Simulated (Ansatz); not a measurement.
Isolated molecules relaxed with PBE0-D4/def2-TZVP in Ansatz; ΔE leaves out vibrations. CCSD(T)/CBS is the MP2 limit (def2-TZVPP, def2-QZVPP) plus CCSD(T) − MP2 in def2-TZVPP, frozen cores. This one scheme is used for every species. Functionals use def2-TZVPP. Each species was taken in one conformer, which may not be the lowest.

Reaction (formal hydrolysis of a B–O bond): `FCOBO[SiH3]` + H₂O → `OBOCF` + `O[SiH3]`

(1) Is it downhill or uphill in electronic energy at CCSD(T)/CBS, and by how much? (Estimate.)

(2) What do these levels give: r2SCANh, r2SCAN0, RPA@PBE/def2-TZVPP, CCSD(T)/def2-SVP, CCSD/def2-TZVPP, SCS-MP2/def2-QZVPP? (An estimate is asked.)

Largest T1 diagnostic among the species: 0.013.

Results:

(1) Ansatz gave: Uphill: ΔE = +4.8 kJ/mol.

(2) The calculation gave: r2SCANh -2.2, r2SCAN0 -1.5, RPA@PBE/def2-TZVPP 2.1, CCSD(T)/def2-SVP -3.2, CCSD/def2-TZVPP 1.9, SCS-MP2/def2-QZVPP 3.1 kJ/mol.

The D4 term adds +5.9 kJ/mol with B3LYP and +3.5 kJ/mol with PBE0; it sums over pairs of atoms, weighted by their polarisabilities, and B3LYP, whose exchange is more repulsive, gets the larger term. At CCSD(T), def2-SVP lies −8.0 kJ/mol from the extrapolated value and def2-TZVPP −2.7 kJ/mol. From BLYP to BHLYP (50 % exact exchange), in def2-TZVPP and without D4, ΔE moves by +4.6 kJ/mol.

B3LYP here is the variant with VWN-RPA as its local correlation; programs differ in this.
